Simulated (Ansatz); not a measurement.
`NB(Cl)Cl` + H–F → `NB(F)Cl` + HCl at 400 K and 1 bar (ligand exchange at a B–Cl bond).

Program: Ansatz. Geometries: PBE0-D4/def2-TZVP. ΔE: electronic, gas phase. CBS: MP2 limit from def2 TZ/QZ plus the TZ coupled-cluster correction, frozen cores. This one scheme is used for every species. One conformer a species, not always the lowest.

```csv
species,CCSD(T)/CBS energy (Eh),H − E (kJ/mol),S (J/(mol·K))
`NB(Cl)Cl`,-1000.39362,112.0,316.6
H–F,-100.39570,36.5,182.2
`NB(F)Cl`,-640.42619,114.7,310.5
HCl,-460.38127,29.6,195.4
```

H − E and S are ideal-gas, rigid-rotor, harmonic terms from PBE0-D4/def2-TZVP, for one conformer and one mirror image of each species. 1 Eh = 2625.50 kJ/mol, R = 8.31446 J/(mol·K).

By hand: ΔE, ΔH, ΔS and ΔG.

ΔE = (-640.42619) + (-460.38127) − (-1000.39362) − (-100.39570) = -0.01814 Eh = -47.6 kJ/mol. Δ(H − E) = 114.7 + 29.6 − 112.0 − 36.5 = -4.2, so ΔH = -51.8 kJ/mol. ΔS = 310.5 + 195.4 − 316.6 − 182.2 = 7.1 J/(mol·K). ΔG = -51.8 − 400 × (7.1)/1000 = -54.6 kJ/mol.

By hand: the equilibrium constant, and the temperature at which ΔG would vanish if ΔH and ΔS stayed fixed.

log₁₀ K = −ΔG/(RT ln 10) = 7.1. ΔH and −TΔS have one sign here, so there is no such temperature.

The number of gas molecules stays the same, so ΔS is small and ΔH decides. A doubt of 5 kJ/mol in ΔE shifts log₁₀ K by 0.7 here. Other conformers and mirror images would add mixing entropy, several J/(mol·K) or more a flexible species. These are equilibria of isolated gas molecules and say nothing of rates. Largest T1 diagnostic: 0.011 (customary marks: 0.02 for closed shells, 0.045 for open ones).

ΔS is within the doubt of such terms, so its sign, and with it that verdict, could turn.
